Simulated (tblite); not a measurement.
Run record: tight-binding relaxation, `CC[Se]C[C@H](C)[SiH2]N`.

Computed with GFN2-xTB geometry optimisation, gas phase (tblite 0.8.0). Start geometry: from a force field or distance geometry. The input is one job of a driver script: a line of settings, then coordinates in Å.

Command:
```bash
OMP_NUM_THREADS=1 python probes_run.py task.json out
```

Input:
```
{"job": {"kind": "relax", "xc": "GFN2-xTB", "basis": "xTB"}, "charge": 0, "multiplicity": 1}
C      4.017800    -0.039700    -0.047200
C      2.594400     0.543200    -0.057800
Se     1.528800    -0.389900     1.258200
C      0.004100    -1.180300     0.326000
C     -0.910700    -0.058200    -0.037900
C     -1.310000     0.610500     1.274300
Si    -2.537000    -0.653900    -0.750900
N     -3.520700     0.810600    -1.028200
H      4.062700    -0.844800    -0.799800
H      4.241100    -0.500100     0.938400
H      4.760700     0.738700    -0.210600
H      2.697400     1.611600     0.251100
H      2.163700     0.488700    -1.042400
H     -0.488600    -1.952800     0.967100
H      0.348300    -1.732900    -0.573700
H     -0.406800     0.681400    -0.687700
H     -0.578300     1.387500     1.569200
H     -1.426500    -0.182700     2.038200
H     -2.318100     1.043400     1.085300
H     -2.392300    -1.469700    -1.937800
H     -3.190400    -1.427600     0.328100
H     -2.985800     1.672600    -0.904500
H     -4.358500     0.871200    -0.401400
```

Output:
```
step      E/eV     max force
  0    -711.67511    1.507
  1    -711.86916    0.957
  2    -711.97077    0.743
  3    -712.01904    0.627
  4    -712.07934    0.473
  5    -712.11356    0.435
  6    -712.14593    0.373
  7    -712.17332    0.359
  8    -712.19871    0.412
  9    -712.22401    0.396
... (200 lines left out)
210    -712.57651    0.035
211    -712.57666    0.026
212    -712.57687    0.020
213    -712.57706    0.019
214    -712.57712    0.021
215    -712.57718    0.019
216    -712.57723    0.013
217    -712.57727    0.012
218    -712.57729    0.011
219    -712.57731    0.008
```

«max force» is the largest atomic force in eV/Å.

From which step on does the largest force stay under 0.1 eV/Å, and how much energy is left to gain from there?

From step 45 (0.065 eV/Å), 51.7 meV above the end.

Summary of the converged run: energy lowered by 20.8 kcal/mol over 219 steps; largest atomic force 0.008 eV/Å at the end.

Where do the atoms end?

0.690 Å rms from the input after alignment:
```
atom  x, y, z in Å
C1     4.0147    0.2604   -0.1262
C2     2.5360    0.0071   -0.3425
Se3    1.7242   -0.8642    1.2369
C4    -0.0550   -1.2214    0.4390
C5    -0.9391   -0.0029    0.2890
C6    -1.3156    0.5616    1.6523
Si7   -2.4842   -0.4655   -0.7343
N8    -3.4172    0.9755   -0.8479
H9     4.5404   -0.6766    0.0483
H10    4.1688    0.9054    0.7372
H11    4.4439    0.7432   -1.0030
H12    2.0001    0.9435   -0.5105
H13    2.3670   -0.6620   -1.1890
H14   -0.5141   -1.9551    1.1030
H15    0.1518   -1.6983   -0.5210
H16   -0.3789    0.7653   -0.2564
H17   -0.4169    0.7899    2.2286
H18   -1.9023   -0.1612    2.2160
H19   -1.9005    1.4717    1.5475
H20   -2.0303   -1.0391   -2.0146
H21   -3.3218   -1.4336   -0.0282
H22   -2.9626    1.8480   -1.0644
H23   -4.3133    0.9353   -1.3039
```

How long does this job take on Intel Xeon at 2.50 GHz, one thread, on a shared host?

About 6.8 s.
Labels such as C1 count atoms from 1, the log's own numbers from 0.
